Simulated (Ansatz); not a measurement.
An input meant for (ClBe-mu-OH)2 (Be₂Cl₂O₂H₂) (charge 0, singlet).

```yaml
crystal:
  periodic: [false, false, false]
  atoms:
    - {symbol: Be, position_ang: [-0.382828, 0.968756, 0.456638]}
    - {symbol: Cl, position_ang: [-1.004895, 2.551379, 1.205028]}
    - {symbol: O, position_ang: [0.386487, 0.570265, -0.885400]}
    - {symbol: Be, position_ang: [0.381357, -0.968816, -0.457487]}
    - {symbol: Cl, position_ang: [1.007921, -2.551044, -1.202994]}
    - {symbol: O, position_ang: [-0.388615, -0.570446, 0.884197]}
    - {symbol: H, position_ang: [0.720133, 1.058641, -1.642486]}
    - {symbol: H, position_ang: [-0.719550, -1.058745, 1.642515]}
basis:
  gaussian: {orbitals: cc-pVTZ-PP, final_grid: {core_spheres: 20, valence_spheres: 16, degree: 47}}
hamiltonian: {xc: {name: RPBE}}
scf: {lower_state_search: full}
```

```sh
$ ansatz run in.yaml --threads 2 --pin off --events-out ev --progress --plain --max-ram 4352MiB
```

(1) Predict how Ansatz answers.

Results:

(1) The input was rejected before any iteration. The basis set is misnamed or doesn't suit the job.
```
Functional definition: RPBE
Error: [file] the basis set cc-pVTZ-PP has no functions for Be
```
